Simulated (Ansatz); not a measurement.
Consider the redistribution: `F[SiH2][TeH]` + `[NH2][Mg][SH]` → `S[SiH2][TeH]` + `[NH2][Mg][F]`.

Computed with Ansatz on PBE0-D4/def2-TZVP structures; ΔE is electronic, products minus reactants. CCSD(T)/CBS adds triple-zeta CCSD(T) − MP2 to the extrapolated MP2 energy (def2 sets, frozen cores). Functionals use def2-TZVPP. B3LYP here is the variant with VWN-RPA as its local correlation; programs differ in this. HSE06 is defined as in plane-wave codes. def2 core potentials past Kr. For Mg, Te outer-core shells are correlated without core-valence functions, which leaves a few kJ/mol of doubt a bond. One conformer a species, not always the lowest.

| level | ΔE (kJ/mol) | difference from CCSD(T)/CBS |
| --- | --- | --- |
| revPBE-D4 | 12.0 | -14.3 |
| B3LYP-D4 | 24.4 | -1.9 |
| HSE06-D4 | 23.1 | -3.2 |
| CAM-B3LYP-D4 | 29.2 | 2.9 |
| ωB97M-V | 28.6 | 2.3 |
| PBE-QIDH | 27.0 | 0.7 |
| PBE | 21.7 | -4.6 |
| revPBE | 20.6 | -5.7 |
| BLYP | 27.7 | 1.4 |
| LC-ωPBE | 22.3 | -4.0 |
| RPA@PBE/def2-TZVPP | 31.9 | 5.6 |
| CCSD(T)/def2-SVP | 10.1 | -16.2 |
| MP2/def2-TZVPP | 24.4 | -1.9 |
| SCS-MP2/def2-TZVPP | 27.9 | 1.6 |
| CCSD/def2-TZVPP | 32.6 | 6.3 |
| CCSD(T)/def2-TZVPP | 30.3 | 4.0 |
| CCSD(T)/CBS | 26.3 | 0 |

Q: What do rigid-rotor, harmonic-oscillator terms from PBE0-D4/def2-TZVP frequencies (298.15 K, 1 bar) make of the CCSD(T)/CBS value? (An estimate is asked.)

A: Computed: ΔZPE = -0.3 kJ/mol, ΔH = +25.7 kJ/mol, ΔS = -10 J/(mol·K), ΔG = +28.8 kJ/mol.

Largest T1 diagnostic among the species: 0.011.

Leaving LDA and LC-ωPBE aside and taking each functional with its dispersion term where it has one, the values, not all of them listed here, spread over 19.5 kJ/mol, from revPBE-D4 to B97M-V. LDA lies +4.2 kJ/mol from PBE without D4. At CCSD(T), def2-SVP lies −16.2 kJ/mol from the extrapolated value and def2-TZVPP +4.0 kJ/mol.
